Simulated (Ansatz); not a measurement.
These are frozen-core CCSD(T)/cc-pVTZ // B3LYP-D3(BJ)/def2-TZVP run with Ansatz (a first-principles code) values and carry that method's errors.

Ansatz 0.2 input:
```yaml
crystal:
  periodic: [false, false, false]
  atoms:
    - { symbol: N, position_ang: [-0.19744, 1.69086, 0.322394] }
    - { symbol: B, position_ang: [-0.039021, 0.334217, 0.063307] }
    - { symbol: Si, position_ang: [1.830198, -0.415776, -0.097229] }
    - { symbol: Si, position_ang: [-1.68607, -0.818459, -0.138716] }
    - { symbol: H, position_ang: [0.574194, 2.331742, 0.436653] }
    - { symbol: H, position_ang: [-1.096418, 2.140519, 0.416458] }
    - { symbol: H, position_ang: [2.075384, -1.469864, 0.921627] }
    - { symbol: H, position_ang: [2.047869, -1.036541, -1.430063] }
    - { symbol: H, position_ang: [2.866416, 0.640194, 0.085409] }
    - { symbol: H, position_ang: [-1.724216, -1.473563, -1.472324] }
    - { symbol: H, position_ang: [-1.712747, -1.899757, 0.880804] }
    - { symbol: H, position_ang: [-2.938153, -0.023573, 0.011679] }
basis:
  gaussian: { orbitals: cc-pVTZ }
correlation:
  method: ccsd_t
```

Output:

```
Functional definition: HF
1364 factors; integrals over basis functions are off by at most 1.1e-3 eV
mean field evaluation 1: about -18003.0882 eV, gradient 3.3e1 eV
mean field evaluation 2: about -18003.2997 eV, gradient 3.3e1 eV
mean field evaluation 4: about -18006.5600 eV, gradient 4.0e0 eV
mean field evaluation 8: about -18006.6331 eV, gradient 1.7e-1 eV
mean field evaluation 16: about -18005.6521 eV, gradient 1.7e1 eV
mean field -18006.63332492 eV, -661.7315693563 hartree, gradient 2.5e-6 eV, S^2 0.000000; 0 other end points of the search recorded, 0 dependent functions left out
12 core orbitals not correlated
reference -18006.63332492 eV, -661.7315693563 hartree; 12, 12 occupied and 216, 216 virtual orbitals, 1364 factors
second order -15.62640623 eV of doubles, -0.00000000 eV of singles
cycle   1  -16.72249649 eV  change    -1.1e0 eV  update   9.8e-2
cycle   2  -17.25574512 eV  change   -5.3e-1 eV  update   3.1e-2
cycle   3  -17.33831363 eV  change   -8.3e-2 eV  update   1.5e-2
cycle   4  -17.32808120 eV  change    1.0e-2 eV  update   4.9e-3
cycle   5  -17.32790604 eV  change    1.8e-4 eV  update   2.1e-3
cycle   6  -17.32756642 eV  change    3.4e-4 eV  update   6.2e-4
cycle   7  -17.32747798 eV  change    8.8e-5 eV  update   2.0e-4
cycle   8  -17.32758233 eV  change   -1.0e-4 eV  update   7.7e-5
cycle   9  -17.32759074 eV  change   -8.4e-6 eV  update   2.3e-5
perturbative correction -0.65113998 eV, -0.0239289530 hartree
Total energy: -18024.61205565 eV, -662.3922755241 hartree
```

Cost: about 3 core-minutes (a rough figure).
